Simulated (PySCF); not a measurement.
# Computed records: GeH2O2

All values are calculated (PySCF 2.14.0). Calculation on a computer-drawn molecule: vertical ionisation energy to the stated ion spin, frozen-core CCSD(T) at the basis limit and cheaper methods, single-reference cases, UHF for radicals, no spin-orbit; all values are single points at the evaluated structure, the first of each entry, which is the reference or a displaced copy of it and isn't optimised; the reference structure only sets the zero of the energies above reference; triples share is (T) over the correlation energy; on germanium a core potential holds 10 electrons, which the energies leave out, and 3d is frozen in MP2 and coupled-cluster steps.

Common to all runs: charge 0; multiplicity 1; ion multiplicity 2; diffuse functions no; basis cc-pVnZ; basis and core potential on germanium cc-pVnZ-PP ECP10MDF; reference is the Hartree-Fock double-zeta minimum; best is HF at quadruple zeta + MP2 correlation extrapolated from triple and quadruple zeta + CCSD(T) minus MP2 at triple zeta; basis step is the size of the change from the same recipe one zeta lower.

(1) 
```xyz
5
formula=GeH2O2 ionisation_energy_best=10.63 ionisation_energy_basis_step=0.07469 energy_above_reference_best=0 energy_above_reference_basis_step=0 ionisation_energy_Koopmans_at_triple_zeta=10.63 ionisation_energy_EOM_CCSD_at_triple_zeta=10.58 total_energy_HF_triple_zeta=-444.3995 total_energy_CCSD(T)_triple_zeta=-445.0146 total_energy_best=-445.1104 T1_diagnostic_at_triple_zeta=0.01593 D1_diagnostic_at_triple_zeta=0.05289 ion_T1_diagnostic_at_triple_zeta=0.02217 ion_D1_diagnostic_at_triple_zeta=0.07812 ion_spin_squared_at_triple_zeta=0.7595 triples_share_at_triple_zeta=0.03682 basis_functions_triple_zeta=127 dipole_magnitude_HF_at_triple_zeta=1.442 dipole_magnitude_CCSD_unrelaxed_at_triple_zeta=1.446 dipole_magnitude_PBE_at_triple_zeta=1.513 dipole_magnitude_r2SCAN_at_triple_zeta=1.558 dipole_magnitude_B3LYP_at_triple_zeta=1.372 dipole_magnitude_wB97X_at_triple_zeta=1.431
O      0.0706     2.4790    -2.4414
Ge    -0.9695     2.1840    -1.0212
O     -2.2913     3.3443    -1.3255
H     -0.1635     3.1224    -3.0966
H     -2.2888     3.9010    -2.0923
```

Units: ionisation_energy_best, ionisation_energy_basis_step, ionisation_energy_Koopmans_at_triple_zeta, ionisation_energy_EOM_CCSD_at_triple_zeta in eV; energy_above_reference_best, energy_above_reference_basis_step in kcal/mol; total_energy_HF_triple_zeta, total_energy_CCSD(T)_triple_zeta, total_energy_best in hartree; dipole_magnitude_HF_at_triple_zeta, dipole_magnitude_CCSD_unrelaxed_at_triple_zeta, dipole_magnitude_PBE_at_triple_zeta, dipole_magnitude_r2SCAN_at_triple_zeta, dipole_magnitude_B3LYP_at_triple_zeta, dipole_magnitude_wB97X_at_triple_zeta in debye.

Reference structure:
```xyz
5
GeH2O2
O      0.0706     2.4790    -2.4414
Ge    -0.9695     2.1840    -1.0212
O     -2.2913     3.3443    -1.3255
H     -0.1635     3.1224    -3.0966
H     -2.2888     3.9010    -2.0923
```

Drawn bonds:
```csv
atom,other atom,order
1,2,1
2,3,1
1,4,1
3,5,1
```

Triple zeta:
```csv
method,ionisation energy (eV),energy above reference (kcal/mol)
HF,9.695,0
PBE,10.4,0
r2SCAN,10.49,0
B3LYP,10.68,0
wB97X,10.8,0
MP2,10.35,0
CCSD,10.47,0
CCSD(T),10.45,0
```

(2) 
```xyz
5
formula=GeH2O2 ionisation_energy_best=10.39 ionisation_energy_basis_step=0.072 energy_above_reference_best=8.327 energy_above_reference_basis_step=0.5369 ionisation_energy_Koopmans_at_triple_zeta=10.38 ionisation_energy_EOM_CCSD_at_triple_zeta=10.33 total_energy_HF_triple_zeta=-444.3787 total_energy_CCSD(T)_triple_zeta=-445.0020 total_energy_best=-445.0971 T1_diagnostic_at_triple_zeta=0.01658 D1_diagnostic_at_triple_zeta=0.05463 ion_T1_diagnostic_at_triple_zeta=0.02245 ion_D1_diagnostic_at_triple_zeta=0.0783 ion_spin_squared_at_triple_zeta=0.7597 triples_share_at_triple_zeta=0.03823 basis_functions_triple_zeta=127 dipole_magnitude_HF_at_triple_zeta=1.837 dipole_magnitude_CCSD_unrelaxed_at_triple_zeta=1.77 dipole_magnitude_PBE_at_triple_zeta=1.773 dipole_magnitude_r2SCAN_at_triple_zeta=1.844 dipole_magnitude_B3LYP_at_triple_zeta=1.665 dipole_magnitude_wB97X_at_triple_zeta=1.767
O      0.1041     2.3712    -2.3827
Ge    -0.9582     2.1322    -1.0089
O     -2.2740     3.3109    -1.2942
H     -0.2342     3.1089    -3.0928
H     -2.3089     3.9196    -2.1044
```

Units: ionisation_energy_best, ionisation_energy_basis_step, ionisation_energy_Koopmans_at_triple_zeta, ionisation_energy_EOM_CCSD_at_triple_zeta in eV; energy_above_reference_best, energy_above_reference_basis_step in kcal/mol; total_energy_HF_triple_zeta, total_energy_CCSD(T)_triple_zeta, total_energy_best in hartree; dipole_magnitude_HF_at_triple_zeta, dipole_magnitude_CCSD_unrelaxed_at_triple_zeta, dipole_magnitude_PBE_at_triple_zeta, dipole_magnitude_r2SCAN_at_triple_zeta, dipole_magnitude_B3LYP_at_triple_zeta, dipole_magnitude_wB97X_at_triple_zeta in debye.

Reference structure:
```xyz
5
GeH2O2
O      0.0706     2.4790    -2.4414
Ge    -0.9695     2.1840    -1.0212
O     -2.2913     3.3443    -1.3255
H     -0.1635     3.1224    -3.0966
H     -2.2888     3.9010    -2.0923
```

Drawn bonds:
```csv
atom,other atom,order
1,2,1
2,3,1
1,4,1
3,5,1
```

Triple zeta:
```csv
method,ionisation energy (eV),energy above reference (kcal/mol)
HF,9.43,13.09
PBE,10.18,5.745
r2SCAN,10.26,7.339
B3LYP,10.44,7.674
wB97X,10.55,8.581
MP2,10.11,7.689
CCSD,10.23,8.662
CCSD(T),10.21,7.922
```

(3) 
```xyz
5
formula=GeH2O2 ionisation_energy_best=10.36 ionisation_energy_basis_step=0.1329 energy_above_reference_best=10.6 energy_above_reference_basis_step=0.782 ionisation_energy_Koopmans_at_triple_zeta=10.39 ionisation_energy_EOM_CCSD_at_triple_zeta=10.26 total_energy_HF_triple_zeta=-444.3717 total_energy_CCSD(T)_triple_zeta=-444.9982 total_energy_best=-445.0935 T1_diagnostic_at_triple_zeta=0.01753 D1_diagnostic_at_triple_zeta=0.05844 ion_T1_diagnostic_at_triple_zeta=0.03363 ion_D1_diagnostic_at_triple_zeta=0.1335 ion_spin_squared_at_triple_zeta=0.8216 triples_share_at_triple_zeta=0.03899 basis_functions_triple_zeta=127 dipole_magnitude_HF_at_triple_zeta=1.972 dipole_magnitude_CCSD_unrelaxed_at_triple_zeta=1.881 dipole_magnitude_PBE_at_triple_zeta=1.867 dipole_magnitude_r2SCAN_at_triple_zeta=1.941 dipole_magnitude_B3LYP_at_triple_zeta=1.787 dipole_magnitude_wB97X_at_triple_zeta=1.881
O      0.1507     2.4651    -2.4151
Ge    -1.0296     2.1779    -0.9510
O     -2.3415     3.2722    -1.1797
H     -0.2527     3.1272    -3.1231
H     -2.3623     3.8954    -2.0141
```

Units: ionisation_energy_best, ionisation_energy_basis_step, ionisation_energy_Koopmans_at_triple_zeta, ionisation_energy_EOM_CCSD_at_triple_zeta in eV; energy_above_reference_best, energy_above_reference_basis_step in kcal/mol; total_energy_HF_triple_zeta, total_energy_CCSD(T)_triple_zeta, total_energy_best in hartree; dipole_magnitude_HF_at_triple_zeta, dipole_magnitude_CCSD_unrelaxed_at_triple_zeta, dipole_magnitude_PBE_at_triple_zeta, dipole_magnitude_r2SCAN_at_triple_zeta, dipole_magnitude_B3LYP_at_triple_zeta, dipole_magnitude_wB97X_at_triple_zeta in debye.

Reference structure:
```xyz
5
GeH2O2
O      0.0706     2.4790    -2.4414
Ge    -0.9695     2.1840    -1.0212
O     -2.2913     3.3443    -1.3255
H     -0.1635     3.1224    -3.0966
H     -2.2888     3.9010    -2.0923
```

Drawn bonds:
```csv
atom,other atom,order
1,2,1
2,3,1
1,4,1
3,5,1
```

Triple zeta:
```csv
method,ionisation energy (eV),energy above reference (kcal/mol)
HF,9.337,17.44
PBE,10.06,7.075
r2SCAN,10.15,9.772
B3LYP,10.3,9.716
wB97X,10.4,11.39
MP2,10.33,9.913
CCSD,10.16,11.41
CCSD(T),10.16,10.29
```
